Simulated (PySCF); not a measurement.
Species: C₂H₁₁NO₃Si₃.
Cartesian coordinates in Å at the GFN2-xTB level; atoms count from 1:
```xyz
20
C2H11NO3Si3 angstrom
C      3.2173    0.1475    0.7249
C      2.2358    0.1008   -0.4423
N      1.0678   -0.7048   -0.1691
Si    -0.2570   -0.0877    0.7153
O     -0.8404    1.1888   -0.1056
Si    -2.3175    1.4257   -0.7338
O     -3.2520    0.1387   -0.4055
Si    -2.8989   -1.2831    0.2965
O     -1.3528   -1.2884    0.7769
H      2.7266    0.5631    1.6008
H      4.0767    0.7631    0.4727
H      3.5667   -0.8542    0.9670
H      1.8829    1.1078   -0.6666
H      2.7403   -0.2982   -1.3294
H      1.3083   -1.6708   -0.0026
H     -0.0964    0.3847    2.0883
H     -2.1651    1.5011   -2.1784
H     -2.9005    2.5516   -0.0211
H     -3.7209   -1.3636    1.4937
H     -3.0261   -2.3114   -0.7235
```

Computed at PBE0/pcSseg-1 (PySCF, non-relativistic), with Q(14N) = 0.02044 b, Q(17O) = −0.0256 b: N3, 14N (I = 1): χzz = -4.574 MHz, η = 0.414; O5, 17O (I = 5/2): χzz = -5.219 MHz, η = 0.615; O7, 17O (I = 5/2): χzz = -5.349 MHz, η = 0.557.

Question: Find the zero-field quadrupole resonance frequencies of 14N at N3.

Answer: From ν± = (3/4)|χ|(1 ± η/3) and ν0 = |χ|η/2: ν+ 3.903 MHz, ν− 2.957 MHz, ν0 0.946 MHz (silicon-bound nitrogen).

Question: Where would the pure quadrupole (NQR) lines of 17O at O5 fall for the rigid, isolated species?

Answer: From the eigenvalues of H = χ/[4I(2I − 1)] × [3Iz² − I(I + 1) + η(Ix² − Iy²)], steps between neighbouring levels, labelled as for η = 0: ±1/2↔±3/2 1.055 MHz, ±3/2↔±5/2 1.471 MHz (siloxane oxygen).

Question: Where would the pure quadrupole (NQR) lines of 17O at O7 fall for the rigid, isolated species?

Answer: From the eigenvalues of H = χ/[4I(2I − 1)] × [3Iz² − I(I + 1) + η(Ix² − Iy²)], steps between neighbouring levels, labelled as for η = 0: ±1/2↔±3/2 1.037 MHz, ±3/2↔±5/2 1.523 MHz (siloxane oxygen).

In a crystal, neighbours and librations shift these lines. GFN2-xTB bond lengths can be off by several hundredths of an ångström, more for odd bonds, and the gradients follow them. With so small a basis the couplings can be 20 % off.

These values come from a run that also computed NMR shieldings. The run took 90 s wall on one thread, Arm Neoverse N1 (aarch64), no GPU, shared host with 64 logical CPUs at a one-minute load of 56, and the process peaked at 1.1 GiB of memory.

One conformer stands for the species.
